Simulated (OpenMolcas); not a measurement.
## Tc III: effect of the IPEA shift

- Program: OpenMolcas 26.06
- Basis: ANO-RCC-VTZP [7s6p4d2f1g]
- Scalar Hamiltonian: DKH2, point nucleus
- Active space: 5 electrons in 10 orbitals (4d 5d)
- State averaging: 2S+1 = 6 even, 1 root; 2S+1 = 4 even, 24 roots; 2S+1 = 2 even, 70 roots
- Spin-orbit coupling: state interaction with AMFI integrals over the reference wave functions, term energies averaged over their components

Methods on the same reference wave functions:
A. CASSCF
B. MS-CASPT2, IPEA 0 Eh, imaginary shift 0.1 Eh (closed shells correlated: 4s 4p)
C. MS-CASPT2, IPEA 0.25 Eh, imaginary shift 0.1 Eh (closed shells correlated: 4s 4p)

Energies in cm-1 above 4d5 6S 5/2.

| Level | A | B | C |
| --- | --- | --- | --- |
| 4d5 6S 5/2 | 0.0 | 0.0 | 0.0 |
| 4d5 4G 5/2 | 23732 | 20690 | 20900 |
| 4d5 4G 7/2 | 23876 | 20870 | 21060 |
| 4d5 4G 11/2 | 23968 | 20980 | 21170 |
| 4d5 4G 9/2 | 23976 | 20980 | 21180 |
| 4d5 4P 5/2 [61 %] | 26917 | 22650 | 23020 |
| 4d5 4P 3/2 [63 %] | 27184 | 22950 | 23310 |
| 4d5 4P 1/2 | 27542 | 23430 | 23780 |
| 4d5 4D 7/2 | 29457 | 24480 | 24860 |
| 4d5 4D 1/2 | 29790 | 24970 | 25340 |
| 4d5 4D 3/2 [63 %] | 30080 | 25380 | 25750 |
| 4d5 4D 5/2 [63 %] | 30123 | 25410 | 25780 |
| 4d5 2I 11/2 | 34079 | 30720 | 31040 |
| 4d5 2I 13/2 | 34406 | 31100 | 31410 |
| 4d5 2D 5/2(1) [54 %] | 37468 | 31800 | 32580 |
| 4d5 2D 3/2(1) [60 %] | 38323 | 32530 | 33220 |
| 4d5 4F 7/2 [59 %] | 39292 | 33780 | 34170 |
| 4d5 4F 9/2 | 39395 | 33830 | 34180 |
| 4d5 4F 5/2 | 39643 | 34180 | 34510 |
| 4d5 2F 7/2(1) [62 %] | 40063 | 34650 | 35270 |
| 4d5 4F 3/2 [60 %] | 40451 | 34840 | 35320 |
| 4d5 2H 11/2 | 42532 | 38030 | 38510 |
| 4d5 2G 7/2(1) | 43273 | 36970 | 37680 |
| 4d5 2F 5/2(2) | 46369 | 39100 | 39810 |

Between B and C the level of the table that moves most is 4d5 2D 5/2(1) [54 %], by 780 cm-1 (lowest in B, highest in C). Moves below CASPT2's spread within the term are not significant.

From A to B the spin-free energies of the other terms of 4d5 shown, above 6S, scale by factors of 0.83 to 0.90, as is usual when dynamic correlation screens the repulsion within a d or f shell.

The lowest spin-free term lies below A's lowest term by 0.358 hartree in B, 0.347 hartree in C.

CASPT2 does not keep the components of a term degenerate, so their means are used; among the terms shown or strongly mixed into the levels shown the widest spread is 670 cm-1 (4d5 2I, C). Active for correlation alone: 5d; no level in the range computed is led by a configuration that fills it, so any true level of that kind is missing. Without dynamic correlation excited terms often stand tens of per cent too high (terms of higher spin than the ground term too low), and those without a measured partner can miss by more than the paired ones (holds for A). Only configurations of the active space appear. Levels that lie high or do not pair safely by name in every column are left out.

A share in square brackets marks a mixed level and gives the weight of the term that names it, the lowest over the columns. A number in round brackets counts repeated terms of one configuration in the order of the reference energies.
